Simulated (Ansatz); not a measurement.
The cluster Zr₄O₈, relaxed as a singlet with RKS PBE-D4/def2-SVP in Ansatz, starting from the GFN2-xTB geometry. Force threshold 0.03 eV/Å.

In the def2 sets Zr takes a core potential; there is no spin–orbit coupling. The relaxation made no stability test and no search for a lower SCF solution. No other spin state of charge 0 was run. Another isomer (singlet) lies 0.76 eV lower at PBE0-D4/def2-TZVP; other spin states weren't run for this one.

Start:

Cartesian coordinates in Å:
```
Zr 0.416 0.541 0.081
Zr -1.657 -0.595 -1.965
Zr 3.269 1.393 -0.236
Zr -2.176 -1.205 1.004
O 4.730 1.421 0.760
O -2.965 -2.281 2.150
O -0.782 0.052 1.497
O -0.818 -1.781 -0.764
O -0.588 0.921 -1.628
O -3.133 -0.388 -0.831
O 2.172 -0.243 -0.413
O 1.532 2.165 0.345
```

```tsv
step	energy (eV)	largest force component (eV/Å)	SCF passes
1	-21490.8491	2.391	31
2	-21491.1953	1.580	30
3	-21491.3356	0.702	25
4	-21491.3922	0.446	30
5	-21491.4218	0.279	31
6	-21491.4268	0.595	31
7	-21491.4355	0.092	24
8	-21491.4358	0.086	26
9 (rejected)	-21491.4357	0.151	24
10	-21491.4368	0.013	26
```

Force components are those of the run's own axes.

End:

```xyz
12

Zr    0.4891    0.6362   -0.1758
Zr   -1.9357   -0.6177   -1.9733
Zr    3.4137    1.3303   -0.1860
Zr   -2.0477   -1.1266    1.0228
O     4.2164    1.1839    1.3869
O    -2.5524   -2.4287    2.1341
O    -0.5672    0.2038    1.4212
O    -0.9165   -1.6454   -0.7422
O    -0.7555    0.8809   -1.8294
O    -3.2321   -0.3896   -0.6253
O     2.2399   -0.2535   -0.4823
O     1.6479    2.2264    0.0494
```

By distances, no bond broke or formed. The bond that changes most is Zr4–O8, from 2.30 to 2.16 Å (atoms count from 1).

No frequencies were taken in this run, so the end may be a saddle point.

Run time 59 s (4 threads of Arm Neoverse V1 on a shared host).
